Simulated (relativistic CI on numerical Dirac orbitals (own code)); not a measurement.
**Calculated levels, Rb XXXV**

Method of calculation: Dirac-Coulomb-Breit CI, orbitals from a KLI potential per configuration, model QED, unscaled Slater integrals (own radial code, finite nucleus).

Configuration list (outside the closed core 1s2): 2s, 2p, 3s, 3p, 3d, 4s, 4p, 4d, 4f, 5s, 5p, 5d, 5f, 5g. Levels of other configurations are missing.

The lowest level is 2s 2S_1/2, with 100 % of that term; Hund's rules for 2s give 2S with J = 1/2, in agreement.

```
No.  Configuration  Term    J   E (eV)    %  Landé g  jj configuration (%)
  1             2s    2S  1/2     0.00  100    1.991              2s (100)
  2             2p   2P°  1/2    73.80  100    0.655           2p1/2 (100)
  3             2p   2P°  3/2   146.83  100    1.325           2p3/2 (100)
  4             3s    2S  1/2  2444.74  100    1.997              3s (100)
  5             3p   2P°  1/2  2465.22  100    0.661           3p1/2 (100)
  6             3p   2P°  3/2  2486.86  100    1.330           3p3/2 (100)
  7             3d    2D  3/2  2494.23  100    0.796           3d3/2 (100)
  8             3d    2D  5/2  2501.03  100    1.197           3d5/2 (100)
  9             4s    2S  1/2  3288.76  100    1.999              4s (100)
 10             4p   2P°  1/2  3297.19  100    0.663           4p1/2 (100)
 11             4p   2P°  3/2  3306.30  100    1.332           4p3/2 (100)
 12             4d    2D  3/2  3309.36  100    0.797           4d3/2 (100)
 13             4d    2D  5/2  3312.23  100    1.198           4d5/2 (100)
 14             4f   2F°  5/2  3312.40  100    0.855           4f5/2 (100)
 15             4f   2F°  7/2  3313.83  100    1.141           4f7/2 (100)
 16             5s    2S  1/2  3676.26  100    2.001              5s (100)
 17             5p   2P°  1/2  3680.52  100    0.664           5p1/2 (100)
 18             5p   2P°  3/2  3685.17  100    1.333           5p3/2 (100)
 19             5d    2D  3/2  3686.73  100    0.798           5d3/2 (100)
 20             5d    2D  5/2  3688.20  100    1.199           5d5/2 (100)
 21             5f   2F°  5/2  3688.29  100    0.855           5f5/2 (100)
 22             5f   2F°  7/2  3689.02  100    1.142           5f7/2 (100)
 23             5g    2G  7/2  3689.02  100    0.887           5g7/2 (100)
 24             5g    2G  9/2  3689.46  100    1.110           5g9/2 (100)
```

Energies count from the lowest computed level; ° marks odd parity. Filled j subshells are mostly left out of the jj labels.

The mean weight of the leading LS term, summed over parents, in these 24 levels is 100 %, and that of the leading jj configuration (from the same eigenvectors) 100 %.

At this charge energies of transitions that change n are usually good to better than 1 %, and those within a shell (Δn = 0) to a few per cent.
